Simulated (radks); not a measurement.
Coulomb parameter of the 3d shell of the vanadium ion V+ in the model configuration [Ar] 3d2.5 4p1.5, as a second difference U = [E(n + 0.5) + E(n - 0.5) - 2 E(n)] / (0.5)^2 with all orbitals relaxed. "Bare": the charge of the atom changes with n. "Screened": the 4p shell takes up the change at fixed total charge, which measures U(3d,3d) + U(4p,4p) - 2 U(3d,4p). All-electron calculation, scalar-relativistic Kohn-Sham, r2SCAN, spin-unpolarised, spherical densities, finite nucleus; meta-GGA in the generalised Kohn-Sham scheme; Fermi nuclear charge, rms radius 3.6002 fm. Program: a radial shooting solver on a logarithmic mesh with Libxc functionals.

| case | configuration | E - E(n) (eV) |
|---|---|---|
| start | [Ar] 3d2.5 4p1.5 | 0.000 |
| bare +0.5 | [Ar] 3d3 4p1.5 | -6.706 |
| bare -0.5 | [Ar] 3d2 4p1.5 | 9.955 |
| screened +0.5 | [Ar] 3d3 4p1 | -3.693 |
| screened -0.5 | [Ar] 3d2 4p2 | 4.743 |

U(bare) = 12.996 eV, U(screened by 4p) = 4.200 eV, against the Slater integral F0(3d,3d) = 19.597 eV with frozen orbitals.
